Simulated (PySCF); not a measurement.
Species: C₄H₅F₂O₃ (charge -1).
Geometry (GFN2-xTB, Å), atoms numbered from 1 in this order:
```xyz
14
C4H5F2O3 angstrom
C      0.9984    0.1384   -1.1401
C      0.5733    1.2239   -0.1748
F      0.3638    2.3948   -0.8537
F      1.6955    1.5616    0.6199
O     -0.4864    1.0369    0.6079
C     -0.6869   -0.2779    1.1721
C     -1.4017   -1.3975    0.2651
O     -1.6217   -1.1228   -0.9161
O     -1.6303   -2.4236    0.9060
H      1.5655   -0.6189   -0.6056
H      0.0913   -0.3139   -1.5475
H      1.6107    0.5772   -1.9233
H      0.2655   -0.6772    1.5376
H     -1.3378   -0.1016    2.0303
```

PySCF closed-shell single points with density fitting, gas phase. The input was altered on purpose; the results of an altered input aren't properties of the species above.

Q: What comes out at HSE06/def2-SVP with: at most 74 cycles, bond C1–C2 scaled by 2.0?

A: E = -579.5461 Eh; HOMO -1.68 eV, LUMO -0.18 eV (gap 1.50 eV), in 14 cycles. The distance C1···C2 goes from 1.514 to 3.027 Å, the nuclear repulsion from 488.37 to 466.91 Eh. Only C2 was moved, along that bond; its nearest neighbour is now O5 at 1.434 Å. With bonds stretched this far the closed-shell solution need not be the lowest.

Coordinates of the altered input:
```
atom  x, y, z in Å
C1     0.9984    0.1384   -1.1401
C2     0.1481    2.3094    0.7906
F3     0.3638    2.3948   -0.8537
F4     1.6955    1.5616    0.6199
O5    -0.4864    1.0369    0.6079
C6    -0.6869   -0.2779    1.1721
C7    -1.4017   -1.3975    0.2651
O8    -1.6217   -1.1228   -0.9161
O9    -1.6303   -2.4236    0.9060
H10    1.5655   -0.6189   -0.6056
H11    0.0913   -0.3139   -1.5475
H12    1.6107    0.5772   -1.9233
H13    0.2655   -0.6772    1.5376
H14   -1.3378   -0.1016    2.0303
```

The SCF part of the output:
```
final grid: 128528 points
cycle   1  E = -579.1046585581  dE =  8.163e-01  |g| = 1.480e+00  |ddm| = 3.749e+00
cycle   2  E = -576.1208066604  dE =  2.984e+00  |g| = 3.605e+00  |ddm| = 4.742e+00
cycle   3  E = -579.4191213148  dE = -3.298e+00  |g| = 7.046e-01  |ddm| = 4.191e+00
cycle   4  E = -579.5374915767  dE = -1.184e-01  |g| = 1.684e-01  |ddm| = 8.900e-01
cycle   5  E = -579.5352352331  dE =  2.256e-03  |g| = 2.241e-01  |ddm| = 4.152e-01
cycle   6  E = -579.5453981623  dE = -1.016e-02  |g| = 5.210e-02  |ddm| = 2.091e-01
cycle   7  E = -579.5456640437  dE = -2.659e-04  |g| = 3.837e-02  |ddm| = 1.053e-01
cycle   8  E = -579.5460981370  dE = -4.341e-04  |g| = 9.811e-03  |ddm| = 5.324e-02
cycle   9  E = -579.5461177527  dE = -1.962e-05  |g| = 3.216e-03  |ddm| = 1.276e-02
cycle  10  E = -579.5461202088  dE = -2.456e-06  |g| = 1.188e-03  |ddm| = 4.075e-03
cycle  11  E = -579.5461205141  dE = -3.053e-07  |g| = 6.567e-04  |ddm| = 1.499e-03
cycle  12  E = -579.5461205921  dE = -7.801e-08  |g| = 1.925e-04  |ddm| = 6.237e-04
cycle  13  E = -579.5461206004  dE = -8.348e-09  |g| = 3.758e-05  |ddm| = 2.404e-04
cycle  14  E = -579.5461206008  dE = -3.579e-10  |g| = 1.812e-05  |ddm| = 5.660e-05
converged SCF energy = -579.5461206008
```
